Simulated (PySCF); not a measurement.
**B³⁺ (boron, charge +3) across methods**

1s2, closed-shell 1S. Computed with PySCF 2.14 in aug-cc-pVDZ-DK (4s3p2d, 23 functions), with the spin-free X2C one-electron Hamiltonian (Gaussian nucleus).

```json
{"method": "PBE0", "E (hartree)": "-21.9997", "mean ε 1s (eV)": "-238.68", "Σ⟨r²⟩ (bohr²)": "0.2870", "⟨S²⟩": "0.000"}
{"method": "B3LYP", "E (hartree)": "-22.0262", "mean ε 1s (eV)": "-237.74", "Σ⟨r²⟩ (bohr²)": "0.2876", "⟨S²⟩": "0.000"}
{"method": "LDA", "E (hartree)": "-21.7477", "mean ε 1s (eV)": "-228.82", "Σ⟨r²⟩ (bohr²)": "0.2895", "⟨S²⟩": "0.000"}
{"method": "TPSSh", "E (hartree)": "-22.0429", "mean ε 1s (eV)": "-236.30", "Σ⟨r²⟩ (bohr²)": "0.2861", "⟨S²⟩": "0.000"}
{"method": "PBE", "E (hartree)": "-21.9870", "mean ε 1s (eV)": "-231.38", "Σ⟨r²⟩ (bohr²)": "0.2881", "⟨S²⟩": "0.000"}
{"method": "HSE06", "E (hartree)": "-22.0031", "mean ε 1s (eV)": "-238.29", "Σ⟨r²⟩ (bohr²)": "0.2870", "⟨S²⟩": "0.000"}
{"method": "r2SCAN", "E (hartree)": "-22.0385", "mean ε 1s (eV)": "-234.48", "Σ⟨r²⟩ (bohr²)": "0.2861", "⟨S²⟩": "0.000"}
{"method": "PBEsol", "E (hartree)": "-21.8751", "mean ε 1s (eV)": "-230.02", "Σ⟨r²⟩ (bohr²)": "0.2886", "⟨S²⟩": "0.000"}
{"method": "UHF", "E (hartree)": "-21.99163", "mean ε 1s (eV)": "-259.77", "Σ⟨r²⟩ (bohr²)": "0.2843", "⟨S²⟩": "0.000"}
```
